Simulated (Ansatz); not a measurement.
Input for Ansatz (development build ahead of 0.2.0):

```yaml
crystal:
  periodic: [false, false, false]
  atoms:
    - { symbol: C, position_ang: [1.84128, -0.05999, 0.0] }
    - { symbol: C, position_ang: [1.25956, 1.3444, 0.0] }
    - { symbol: C, position_ang: [0.05999, 1.84128, 0.0] }
    - { symbol: C, position_ang: [-1.3444, 1.25956, 0.0] }
    - { symbol: C, position_ang: [-1.84128, 0.05999, 0.0] }
    - { symbol: C, position_ang: [-1.25956, -1.3444, 0.0] }
    - { symbol: C, position_ang: [-0.05999, -1.84128, 0.0] }
    - { symbol: C, position_ang: [1.3444, -1.25956, 0.0] }
    - { symbol: H, position_ang: [2.92628, -0.05999, 0.0] }
    - { symbol: H, position_ang: [2.02677, 2.11161, 0.0] }
    - { symbol: H, position_ang: [0.05999, 2.92628, 0.0] }
    - { symbol: H, position_ang: [-2.11161, 2.02677, 0.0] }
    - { symbol: H, position_ang: [-2.92628, 0.05999, 0.0] }
    - { symbol: H, position_ang: [-2.02677, -2.11161, 0.0] }
    - { symbol: H, position_ang: [-0.05999, -2.92628, 0.0] }
    - { symbol: H, position_ang: [2.11161, -2.02677, 0.0] }
basis:
  gaussian: { orbitals: def2-SVP }
magnetization:
  spin_polarized: true
hamiltonian:
  xc: pbe0
```

The input is written out in the form of the current development build from the run's settings.

Output:

```
Converged                       : yes
Total energy                    : -308.95379 hartree
Spin squared of the determinant : 0.000
Stability test                  : minimum
```
